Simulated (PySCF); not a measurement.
**State search for SeN**

Unrestricted PBE0; Se cc-pVTZ-PP with ECP10, N cc-pVTZ; scalar-relativistic core potentials (PySCF 2.14). Outer shells of the fragments: Se 3d10 4s2 4p4; N 2s2 2p3.

Followed along the bond (rough minima from three points):

```
2Ms+1     unpaired  ⟨S²⟩ at the start  R at minimum (Å)  Te (eV)
    2          π ↑               0.93              1.65     0.00
    4        π ↑↑↑               3.76  none in the scan   ≤ 1.88
    6  σ ↑, π ↑↑↑↑               8.75  none in the scan   ≤ 6.16
```

Solutions found at the starting distance of 1.770 Å, counted from the lowest of them; the search is not exhaustive and high or unbound solutions are not listed, so other states can lie among these:

```tsv
2Ms+1	unpaired	term	E (eV)	⟨S²⟩	⟨Lz²⟩	μ (D)
2	π ↑	²Π	0.00	0.93	1.01	-1.87
4	π ↑↑↑	⁴Π	1.67	3.76	1.01	-1.68
2	π ↑↑↓	mixed	2.20	1.76	3.02	-1.75
4	σ ↑, π ↑↑	⁴Σ⁻	2.54	3.77	0.00	-0.86
2	σ ↑, π ↑↓	mixed	3.28	1.76	2.02	-1.21
2	σ ↓, π ↑↑	mixed	3.36	1.77	0.00	-1.26
2	π ↑	mixed	4.02	0.75	3.01	-1.97
4	σ ↑, π ↑↑	mixed	5.78	3.76	2.02	-1.28
4	σ ↑, π ↑↑	mixed	5.95	3.80	2.02	-0.63
2	σ ↓, π ↑↑	mixed	6.56	1.86	2.02	-0.58
```

A term symbol is given only where ⟨S²⟩ and ⟨Lz²⟩ are close to those of a pure state; real π, δ and φ orbitals otherwise mix terms. A positive dipole means Se(−)N(+).

Spin–orbit coupling is left out. Counting both spins, an empty level lies below a filled one in some of these solutions, because spin and occupation are held.
